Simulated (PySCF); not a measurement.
Isomers of C7H9NS, mass 139.046 u with the commonest isotopes. Computed with PBE0/pcSseg-1 in PySCF (dipole) on a GFN2-xTB geometry, gas phase. One conformer each, none proved a minimum here; rigid rotors.

Problem. Order these by out-of-plane moment Σ m c² = (Ia + Ib − Ic)/2, largest first.
A. `[NH2:1][CH2:2][c:3]1[cH:4][cH:5][c:6]([SH:7])[cH:8][cH:9]1` with H–N1–C2–C3 59° and -59°, N1–C2–C3–C4 87°, C5–C6–S7–H 1°
B. `[CH2:1]=[C:2]([C:3]#[N:4])[S:5][CH2:6][CH:7]1[CH2:8][CH2:9]1` with C1–C2–S5–C6 178°, C2–S5–C6–C7 -179°, S5–C6–C7–C8 -83°
C. `[CH:1]#[C:2][C@H:3]([CH2:4][CH:5]=[CH2:6])[C:7]([NH2:8])=[S:9]` with C2–C3–C4–C5 63°, C3–C4–C5–C6 122°, C2–C3–C7–N8 32°, C3–C7–N8–H 180° and -10°
D. `[SH:1][C:2]1([n:3]2[cH:4][cH:5][cH:6][cH:7]2)[CH2:8][CH2:9]1` with H–S1–C2–N3 63°, S1–C2–N3–C4 87°
E. `[CH2:1]=[C:2]([C:3]#[N:4])[C@@H:5]([CH3:6])[C:7]([CH3:8])=[S:9]` with C1–C2–C5–C6 140°, C2–C5–C7–C8 -82°
F. `[CH3:1][NH:2][c:3]1[cH:4][cH:5][cH:6][cH:7][c:8]1[SH:9]` with C1–N2–C3–C4 17°, C7–C8–S9–H -6°
G. `[SH:1][CH2:2][CH2:3][c:4]1[cH:5][cH:6][n:7][cH:8][cH:9]1` with H–S1–C2–C3 -63°, S1–C2–C3–C4 68°, C2–C3–C4–C5 72°
H. `[CH3:1][C@:2]1([CH2:3][C:4]#[N:5])[CH2:6][CH2:7][C:8]1=[S:9]` with C1–C2–C3–C4 -63°

Solution. E (96.88 u·Å²), D (75.26 u·Å²), H (67.94 u·Å²), G (62.53 u·Å²), C (36.15 u·Å²), A (23.59 u·Å²), B (18.71 u·Å²), F (2.20 u·Å²).

Problem. Order these by dipole moment, smallest first.
A. `[SH:1][C:2]1([n:3]2[cH:4][cH:5][cH:6][cH:7]2)[CH2:8][CH2:9]1` with H–S1–C2–N3 63°, S1–C2–N3–C4 87°
B. `[CH2:1]=[C:2]([C:3]#[N:4])[C@@H:5]([CH3:6])[C:7]([CH3:8])=[S:9]` with C1–C2–C5–C6 140°, C2–C5–C7–C8 -82°
C. `[NH2:1][CH2:2][c:3]1[cH:4][cH:5][c:6]([SH:7])[cH:8][cH:9]1` with H–N1–C2–C3 59° and -59°, N1–C2–C3–C4 87°, C5–C6–S7–H 1°
D. `[CH:1]#[C:2][C@H:3]([CH2:4][CH:5]=[CH2:6])[C:7]([NH2:8])=[S:9]` with C2–C3–C4–C5 63°, C3–C4–C5–C6 122°, C2–C3–C7–N8 32°, C3–C7–N8–H 180° and -10°
E. `[CH2:1]=[C:2]([C:3]#[N:4])[S:5][CH2:6][CH:7]1[CH2:8][CH2:9]1` with C1–C2–S5–C6 178°, C2–S5–C6–C7 -179°, S5–C6–C7–C8 -83°
F. `[CH3:1][C@:2]1([CH2:3][C:4]#[N:5])[CH2:6][CH2:7][C:8]1=[S:9]` with C1–C2–C3–C4 -63°

Solution. C (1.03 D), A (1.79 D), B (2.17 D), E (2.44 D), F (2.58 D), D (4.07 D).

Problem. Order these by radius of gyration √(Σ m r²/M), smallest first.
A. `[CH3:1][NH:2][c:3]1[cH:4][cH:5][cH:6][cH:7][c:8]1[SH:9]` with C1–N2–C3–C4 17°, C7–C8–S9–H -6°
B. `[SH:1][C:2]1([n:3]2[cH:4][cH:5][cH:6][cH:7]2)[CH2:8][CH2:9]1` with H–S1–C2–N3 63°, S1–C2–N3–C4 87°
C. `[CH3:1][C@:2]1([CH2:3][C:4]#[N:5])[CH2:6][CH2:7][C:8]1=[S:9]` with C1–C2–C3–C4 -63°
D. `[NH2:1][CH2:2][c:3]1[cH:4][cH:5][c:6]([SH:7])[cH:8][cH:9]1` with H–N1–C2–C3 59° and -59°, N1–C2–C3–C4 87°, C5–C6–S7–H 1°
E. `[SH:1][CH2:2][CH2:3][c:4]1[cH:5][cH:6][n:7][cH:8][cH:9]1` with H–S1–C2–C3 -63°, S1–C2–C3–C4 68°, C2–C3–C4–C5 72°
F. `[CH:1]#[C:2][C@H:3]([CH2:4][CH:5]=[CH2:6])[C:7]([NH2:8])=[S:9]` with C2–C3–C4–C5 63°, C3–C4–C5–C6 122°, C2–C3–C7–N8 32°, C3–C7–N8–H 180° and -10°

Solution. B (2.093 Å), A (2.166 Å), C (2.236 Å), E (2.269 Å), F (2.361 Å), D (2.448 Å).

```
                 SMILES  point group  Ia (u·Å²)  Ib (u·Å²)  Ic (u·Å²)      κ  μa (D)  μb (D)  μc (D)
          NCc1ccc(S)cc1            –     115.59     741.59     810.00  -0.97    0.37    0.93    0.25
        SC1(n2cccc2)CC1            –     194.46     489.98     533.92  -0.90    0.88    1.34    0.78
            CNc1ccccc1S           C1     321.02     333.57     650.20   0.85    0.60    0.49    0.69
        C=C(C#N)SCC1CC1           C1     179.03     661.38     802.99  -0.88    1.25    2.10    0.13
            SCCc1ccncc1           C1     181.35     597.22     653.50  -0.93    0.92    1.97    0.90
C=C(C#N)[C@@H](C)C(C)=S           C1     254.03     500.10     560.38  -0.80    0.43    0.59    2.04
   C#C[C@H](CC=C)C(N)=S           C1     293.59     517.54     738.83  -0.44    1.47    3.32    1.84
     C[C@]1(CC#N)CCC1=S           C1     201.52     561.57     627.20  -0.89    2.07    1.55    0.07
```
